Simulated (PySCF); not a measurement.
Can point charges reproduce the dipole moment of `CC(=O)/P=C(\C)F`?

Coordinates (GFN2-xTB, Å) and charges (e) from the PBE0/pcSseg-1 density (PySCF):

```
atom       x       y       z  Mulliken      IAO  Hirshfeld  ESP-fitted
  C1   2.515   0.189  -0.213   -0.2514  -0.4762    -0.1260     -0.6616
  C2   1.050  -0.127  -0.150   -0.0497  +0.2150    +0.1163     +0.7253
  O3   0.585  -1.085   0.412   -0.3565  -0.4021    -0.2063     -0.5052
  P4   0.030   1.144  -1.062   +0.2584  +0.1754    -0.0001     -0.3794
  C5  -1.538   0.610  -0.722   -0.0264  +0.1316    +0.0794     +0.3800
  C6  -2.089  -0.520   0.063   -0.2245  -0.4472    -0.1269     -0.5549
  F7  -2.503   1.380  -1.276   -0.2566  -0.2450    -0.0692     -0.1456
  H8   3.096  -0.565   0.313   +0.1410  +0.1669    +0.0540     +0.1727
  H9   2.688   1.170   0.228   +0.1489  +0.1702    +0.0564     +0.2001
 H10   2.823   0.240  -1.257   +0.1489  +0.1704    +0.0566     +0.2058
 H11  -3.173  -0.436   0.101   +0.1422  +0.1654    +0.0514     +0.1682
 H12  -1.679  -0.525   1.072   +0.1630  +0.1878    +0.0556     +0.1961
 H13  -1.811  -1.473  -0.388   +0.1629  +0.1878    +0.0590     +0.1986
```

Form Σ q r in debye for every column and set it beside the full dipole.

The full density gives (0.76, -0.36, 0.47) D, 0.96 D in size; dipole vectors point from the negative to the positive end.

```json
{"scheme": "Mulliken", "μx": "2.42", "μy": "0.63", "μz": "-0.06", "size (D)": "2.50", "share of the full size (%)": "260", "angle to the full dipole (°)": "49"}
{"scheme": "IAO", "μx": "2.01", "μy": "0.93", "μz": "-0.34", "size (D)": "2.24", "share of the full size (%)": "233", "angle to the full dipole (°)": "61"}
{"scheme": "Hirshfeld", "μx": "0.56", "μy": "0.55", "μz": "-0.25", "size (D)": "0.82", "share of the full size (%)": "86", "angle to the full dipole (°)": "82"}
{"scheme": "ESP-fitted", "μx": "0.77", "μy": "-0.32", "μz": "0.45", "size (D)": "0.95", "share of the full size (%)": "99", "angle to the full dipole (°)": "2"}
```

Which set comes closest?

Length of the difference vector: ESP-fitted 0.04 D, Hirshfeld 1.17 D, IAO 1.97 D, Mulliken 2.00 D. Closest: ESP-fitted. The schemes that divide the density aren't constrained to reproduce the dipole.

What is left for the Hirshfeld atoms' own dipoles?

The shares of the density sum to the whole, so what Σ q r misses lies in dipoles about the nuclei. The atomic dipoles sum to (0.76, -0.36, 0.47) − (0.56, 0.55, -0.25) = (0.20, -0.91, 0.72) D, 1.17 D in size.

With the origin at the mean of the coordinates, (0.000, 0.000, -0.221) Å, which are the largest single terms, by size, of the Mulliken dipole along the direction of the full one?

F7 +3.70, C1 -2.32, O3 -2.01, H8 +1.97, H11 -1.49 D; all 13 atoms together +1.65 D. The single terms depend on the origin, their sum doesn't.

Give the size of the full dipole in other units.

0.96 D = 0.378 au = 0.200 e·Å = 3.20 × 10⁻³⁰ C·m.

Isolated species at its GFN2-xTB geometry (one conformer only).

These values come from a run that also computed NMR shieldings. On an x86-64 server with one thread, on a shared host, this took 16 s.

Conformer computed: `[CH3:1][C:2](=[O:3])/[P:4]=[C:5](\[CH3:6])[F:7]`: C1–C2–P4–C5 -176°.
